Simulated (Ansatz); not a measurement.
CH5FN2OSi can be A, `N[SiH](F)/N=C/O`, or B, `N[Si@@H]1N[C@@]1(O)F`.

Isolated molecules relaxed with PBE0-D4/def2-TZVP in Ansatz; ΔE leaves out vibrations. CBS: MP2 limit from def2 TZ/QZ plus the TZ coupled-cluster correction, frozen cores. DFT in def2-TZVPP. B3LYP here is the variant with VWN-RPA as its local correlation; programs differ in this. Each species was taken in one conformer, which may not be the lowest.

(1) Which is lower in electronic energy at CCSD(T)/CBS, and by how much? (Estimate.)

(2) Give E(B) − E(A) in kcal/mol with HF/def2-TZVPP, B3LYP-D4, PBE0-D4, PBE-D4, B2PLYP, ωB97M-V, r2SCAN-D4. (Estimate.)

Largest T1 diagnostic: 0.013.

Results:

(1) Ansatz gave: A, by 78.0 kcal/mol.

(2) Ansatz gave: HF/def2-TZVPP 86.7, B3LYP-D4 78.1, PBE0-D4 72.4, PBE-D4 71.0, B2PLYP 79.6, ωB97M-V 75.5, r2SCAN-D4 75.6. None reverses the order clearly.

In def2-TZVPP, CCSD(T) changes the Hartree–Fock value by −8.3 kcal/mol (the triples alone add −0.6 kcal/mol) and MP2 by −7.3 kcal/mol. From PBE to PBE0 (25 % exact exchange), in def2-TZVPP and without D4, E(B) − E(A) moves by +1.3 kcal/mol.
